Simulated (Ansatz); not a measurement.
## What each rung costs, and what it gives

Saddle point of BH$_{4}$SeBr, closed shell (BH₂Br ([BH2][Br]) + H₂Se → BH₃Se ([BH2][SeH]) + HBr; bonds formed: Br2–H5; dative contacts that become bonds: B1–Se6; bonds broken: B1–Br2, H5–Se6), PBE0-D4/def2-TZVP structure:

```tsv
atom	x (Å)	y (Å)	z (Å)
B1	-0.2417	-0.7487	-0.2190
Br2	-0.7505	0.1428	1.8493
H3	-1.2594	-0.6452	-0.8229
H4	0.2339	-1.7948	0.0874
H5	0.4523	0.8045	1.0300
Se6	1.2292	0.6017	-0.6962
H7	0.3361	1.6396	-1.2287
```

Barriers are electronic and count from the start structure reached by relaxing down the imaginary mode.

Computed with Ansatz 0.2.0 (basis: as named in each row); correlated methods freeze the cores. Filled d shells of the heavier atoms are correlated. The def2 sets are not built for correlating such inner shells, so the correlated values are less sure here. B3LYP uses VWN-RPA correlation. Extrapolation: Hartree–Fock as exp(−7.88 √X), correlation as X^−2.97.

Times are rough, for one single point on 4 threads of a shared host (Arm Neoverse V2).

The estimate by CCSD(T) at an estimated basis limit (MP2 extrapolated from triple and quadruple zeta, plus CCSD(T) − MP2 in triple zeta) is 0.806 eV.

| method | basis | time (s) | barrier (eV) | method less estimate |
| --- | --- | --- | --- | --- |
| HF | STO-3G | under 1 | 1.280 | 0.474 |
| PBE-D4 | STO-3G | under 1 | 0.391 | -0.415 |
| SPW92 | def2-SVP | under 1 | 0.496 | -0.310 |
| PBE-D4 | def2-SVP | under 1 | 0.588 | -0.218 |
| B3LYP-D4 | 6-31G | under 1 | 0.728 | -0.078 |
| SPW92 | def2-TZVPP | under 1 | 0.514 | -0.292 |
| PBE0-D4 | def2-SVP | under 1 | 0.738 | -0.068 |
| PBE-D4 | def2-TZVPP | 1 | 0.592 | -0.213 |
| BLYP-D4 | def2-TZVPP | 1 | 0.638 | -0.168 |
| PBE0-D4 | def2-TZVPP | 2 | 0.730 | -0.076 |
| B3LYP-D4 | def2-TZVPP | 2 | 0.750 | -0.055 |
| BHLYP-D4 | def2-TZVPP | 2 | 0.916 | 0.111 |
| CAM-B3LYP-D4 | def2-TZVPP | 2 | 0.849 | 0.043 |
| RPA on PBE | def2-TZVPP | 2 | 0.811 | 0.005 |
| r2SCAN-D4 | def2-TZVPP | 3 | 0.674 | -0.132 |
| r2SCAN0-D4 | def2-TZVPP | 3 | 0.772 | -0.034 |
| B2PLYP | def2-TZVPP | 3 | 0.793 | -0.013 |
| PBE-QIDH | def2-TZVPP | 3 | 0.824 | 0.018 |
| wB97M-V | def2-SVP | 4 | 0.828 | 0.022 |
| CCSD(T) | def2-SVP | 4 | 0.941 | 0.135 |
| wB97X-V | def2-TZVPP | 5 | 0.894 | 0.088 |
| B97M-V | def2-TZVPP | 6 | 0.825 | 0.019 |
| wB97M-V | def2-TZVPP | 6 | 0.842 | 0.037 |
| MP2 | def2-QZVPP | 11 | 0.778 | -0.027 |
| CCSD(T) | def2-TZVPP | 52 | 0.845 | 0.039 |

All methods are single points on the PBE0-D4 structures.

T1 diagnostic: at most 0.011.

Labels in which every atom is bracketed show which atoms are joined, not bond orders.
